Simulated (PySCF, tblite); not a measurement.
C8H15P.
Numbering: `[CH2:1]=[CH:2][P:3]([CH3:4])[CH:5]1[CH2:6][CH2:7][CH2:8][CH2:9]1` (hydrogens: H10, H11 on C1; H12 on C2; H13, H14, H15 on C4; H16 on C5; H17, H18 on C6; H19, H20 on C7; H21, H22 on C8; H23, H24 on C9)

Geometry (GFN2-xTB, Å), atoms numbered from 1 in this order:
```xyz
24
C8H15P angstrom
C      2.696    1.162    0.664
C      1.674    1.069   -0.173
P      1.331   -0.301   -1.315
C      2.101   -1.719   -0.409
C     -0.461   -0.610   -0.859
C     -0.817   -0.522    0.640
C     -1.889    0.566    0.749
C     -2.561    0.565   -0.621
C     -1.382    0.394   -1.572
H      3.407    0.364    0.798
H      2.865    2.047    1.256
H      1.003    1.912   -0.298
H      3.183   -1.657   -0.507
H      1.770   -2.644   -0.879
H      1.826   -1.723    0.644
H     -0.676   -1.619   -1.229
H      0.050   -0.277    1.255
H     -1.212   -1.478    0.986
H     -1.422    1.537    0.925
H     -2.589    0.373    1.562
H     -3.129    1.475   -0.812
H     -3.236   -0.289   -0.705
H     -1.679    0.044   -2.560
H     -0.869    1.351   -1.697
```

Computed, not measured: PBE0/pcSseg-1 in PySCF (dipole) on a GFN2-xTB geometry, gas phase.

Masses are those of the commonest isotopes; rigid-rotor values at the optimised geometry. The values belong to one conformer with, in the numbering `[CH2:1]=[CH:2][P:3]([CH3:4])[CH:5]1[CH2:6][CH2:7][CH2:8][CH2:9]1`, C1–C2–P3–C4 29°, C2–P3–C5–C6 -40°, P3–C5–C6–C7 121°, C5–C6–C7–C8 26°, C6–C7–C8–C9 -41°, C7–C8–C9–C5 39°.

(1) Give the principal moments of inertia and the rotational constants in MHz.

(2) Classify the top.

(3) Is it planar, by Δ = Ic − Ia − Ib?

(4) Give the other two planar moments, Paa and Pbb, and the rms extents of the mass along the axes.

(5) Where do the levels up to J = 5 lie, in cm⁻¹?

(6) Which lines would a microwave search look for?

(7) Estimate the classical rotational partition function at 100 K, 200 K and 500 K.

## Answers

(1) Ia = 226.01, Ib = 537.88, Ic = 592.40 u·Å²; 505379 MHz·u·Å²/I gives A = 2236, B = 939.6, C = 853.1 MHz.

(2) An asymmetric top; Ray's κ = -0.875.

(3) Not planar: Δ = Ic − Ia − Ib = -171.49 u·Å². For a rigid frame Δ = −2 Σ m c², so Σ m c² = 85.75 u·Å² lies off the ab plane: 23.44 from hydrogen and 62.30 from heavier atoms. The atom farthest from that plane is 2.15 Å away.

(4) Paa = Σ m a² = (Ib + Ic − Ia)/2 = 452.14 and Pbb = Σ m b² = (Ia + Ic − Ib)/2 = 140.26 u·Å². With the mass M = 142.09 u, the rms extents √(P/M) along a, b and c are 1.78, 0.99, 0.78 Å.

(5) Above 0(0,0):
J = 1: 1(0,1) 0.0598, 1(1,1) 0.1030, 1(1,0) 0.1059
J = 2: 2(0,2) 0.1793, 2(1,2) 0.2198, 2(1,1) 0.2284, 2(2,1) 0.3581, 2(2,0) 0.3583
J = 3: 3(0,3) 0.3581, 3(1,3) 0.3947, 3(1,2) 0.4120, 3(2,2) 0.5375, 3(2,1) 0.5382, 3(3,1) 0.7611, 3(3,0) 0.7611
J = 4: 4(0,4) 0.5959, 4(1,4) 0.6279, 4(1,3) 0.6567, 4(2,3) 0.7766, 4(2,2) 0.7787, 4(3,2) 1.0005, 4(3,1) 1.0006, 4(4,1) 1.3131, 4(4,0) 1.3131
J = 5: 5(0,5) 0.8922, 5(1,5) 0.9191, 5(1,4) 0.9622, 5(2,4) 1.0753, 5(2,3) 1.0801, 5(3,3) 1.3000, 5(3,2) 1.3001, 5(4,2) 1.6124, 5(4,1) 1.6124, 5(5,1) 2.0143, 5(5,0) 2.0143
Those of J = 1 are B + C, A + C and A + B.

(6) The dipole components are |μa| = 0.59 D, |μb| = 0.39 D, |μc| = 1.15 D. Intensities carry the squares of the components, which stand as 0.26 : 0.11 : 1.00 (a : b : c). Some lines, for components of 0.1 D or more:

| type | branch | J(Ka,Kc) | MHz | lower level (cm⁻¹) |
| --- | --- | --- | --- | --- |
| b | Q | 3(1,2) ← 3(0,3) | 1617 | 0.358 |
| a | R | 1(0,1) ← 0(0,0) | 1793 | 0.000 |
| b | R | 1(1,1) ← 0(0,0) | 3089 | 0.000 |
| c | R | 1(1,0) ← 0(0,0) | 3176 | 0.000 |
| b | Q | 4(2,2) ← 4(1,3) | 3657 | 0.657 |
| a | R | 3(1,3) ← 2(1,2) | 5246 | 0.220 |
| b | R | 3(1,3) ← 2(0,2) | 6460 | 0.179 |
| b | Q | 3(3,1) ← 3(2,2) | 6701 | 0.538 |
| a | R | 4(3,2) ← 3(3,1) | 7179 | 0.761 |
| b | R | 2(2,1) ← 1(1,0) | 7561 | 0.106 |
| b | R | 4(1,4) ← 3(0,3) | 8088 | 0.358 |
| c | R | 4(1,3) ← 3(0,3) | 8952 | 0.358 |
| b | R | 3(2,2) ← 2(1,1) | 9268 | 0.228 |
| c | R | 3(2,2) ← 2(1,2) | 9527 | 0.220 |
| c | R | 4(2,3) ← 3(1,3) | 11449 | 0.395 |
| b | R | 4(2,2) ← 3(1,3) | 11511 | 0.395 |

(7) Point group C1, symmetry number σ = 1; q = (√π/σ)·√((kT/h)³/(ABC)), k/h = 20836.6 MHz/K: 126000 at 100 K, 356000 at 200 K, 1410000 at 500 K.

Its GFN2-xTB frequencies are all real (lowest 42 cm⁻¹). These are rigid-rotor constants of the computed structure; measured ground-state constants (B0) also hold zero-point vibration. A rigid rotor knows nothing of internal rotation, which can split or shift real lines.
